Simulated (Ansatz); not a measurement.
The same path of C3H7BSi (12 atoms, charge 0, multiplicity 1) was run twice with different band settings.

Computed with RKS PBE/cc-pVDZ (Ansatz).

Relaxed end points:

```xyz
12
Properties=species:S:1:pos:R:3
C 0.274 2.797 0.746
C 0.365 1.616 1.101
B 0.463 0.164 1.477
Si 0.032 -1.320 0.164
C -0.483 -0.750 -1.575
H 0.200 3.836 0.454
H 0.811 -0.130 2.605
H 1.249 -2.225 0.077
H -1.068 -2.166 0.781
H 0.326 -0.153 -2.043
H -0.704 -1.615 -2.232
H -1.388 -0.111 -1.521
```

```xyz
12
Properties=species:S:1:pos:R:3
C 1.236 2.760 1.658
C 0.475 1.850 1.309
B -0.416 0.729 0.857
Si 0.287 -0.935 -0.066
C -0.769 -1.415 -1.582
H 1.896 3.560 1.963
H -1.612 0.813 1.070
H 1.742 -0.826 -0.464
H 0.189 -2.048 0.965
H -0.702 -0.639 -2.371
H -0.416 -2.375 -2.011
H -1.833 -1.528 -1.295
```

Common settings: spring 5.0 eV/Å²; optimiser quadratic models (default); start path through a guess of the saddle point; force threshold 0.05 eV/Å; iteration limit 60; end points relaxed.

| run | movable images | climbing image |
| --- | --- | --- |
| 1 | 7 | yes |
| 2 | 6 | no |

(1) What does each run give, and how far can it be trusted?

## Answers

(1) Run 1: converged after 30 iterations, highest image 0.035 eV above the first end. A vibrational analysis at the climbing image gives no mode beyond 40i cm⁻¹: the surface is too flat there to confirm a saddle point.
Run 2: converged after 28 iterations, highest image 0.035 eV above the first end. No image climbed, so the highest image needn't sit at the top of the path.
